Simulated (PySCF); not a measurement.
PySCF job for Be(Me)(GeH3) (CH6BeGe), SMILES [CH3][Be][GeH3], HF/pcSseg-1. Geometry optimised at PBE0-D3(BJ)/def2-TZVP.

```python
import numpy as np
from pyscf import gto, scf, dft
from pyscf.prop.nmr import rhf as nmr

mol = gto.M(
    atom='''
    Be    0.00000000   -0.00000000   -1.30652100
    C    -0.00000000   -0.00000000   -2.97950505
    H    -1.01660566   -0.02044648   -3.38834915
    H     0.52601001   -0.87018309   -3.38834915
    H     0.49059566    0.89062957   -3.38834915
    Ge   -0.00000000   -0.00000000    0.89872416
    H     1.41936718   -0.06122006    1.50299622
    H    -0.65666546    1.25981806    1.50299622
    H    -0.76270171   -1.19859801    1.50299622
    ''',
    basis='pcSseg-1',
    charge=0,
    spin=0,
    max_memory=1600,
    verbose=3,
)
mf = scf.RHF(mol)
mf.conv_tol = 1e-10
mf.max_cycle = 100
mf.kernel()
n = nmr.NMR(mf)
n.verbose = 2
n.max_cycle_cphf = 60
sigma = n.kernel()
print('atom   isotropic/ppm   span/ppm')
for i, s in enumerate(sigma):
    w = np.linalg.eigvalsh((s + s.T) / 2)
    print(f'{mol.atom_symbol(i):2s}{i + 1:3d} {w.mean():14.3f} {w[2] - w[0]:11.3f}')
```

Log of the run:

```
converged SCF energy = -2131.09497859049
atom   isotropic/ppm   span/ppm
Be  1         76.925     123.457
C   2        193.887      17.305
H   3         32.289      10.162
H   4         32.289      10.162
H   5         32.289      10.162
Ge  6       1881.568      69.674
H   7         29.024      16.676
H   8         29.024      16.676
H   9         29.024      16.676
```

The run converged.
